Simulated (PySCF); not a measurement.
TiCl2O, SMILES [Ti](=[O])([Cl])[Cl], multiplicity 1.

Geometry: ωB97X-D3(BJ)/def2-SVP. The spin state was assumed, not searched. The isomer is the one that the SMILES or the coordinates give; other isomers of the formula were not compared.

Two levels are set side by side: PBE/def2-TZVPD (PySCF) and r2SCAN/def2-TZVPD (PySCF). Same geometry, gas phase. Differences are taken from unrounded values.

```
quantity                     r2SCAN    PBE  PBE minus r2SCAN
---------------------------  ------  -----  ----------------
orbital gap (eV)               3.53   3.08             -0.45
highest occupied level (eV)   -8.30  -7.94              0.35
lowest empty level (eV)       -4.76  -4.87             -0.10
dipole moment (D)              0.57   0.54             -0.03
mean polarisability (bohr³)    64.1   66.5               2.4
```

Rough cost on one machine, each run with all the roots and properties that it gave: r2SCAN against PBE about 3 times.
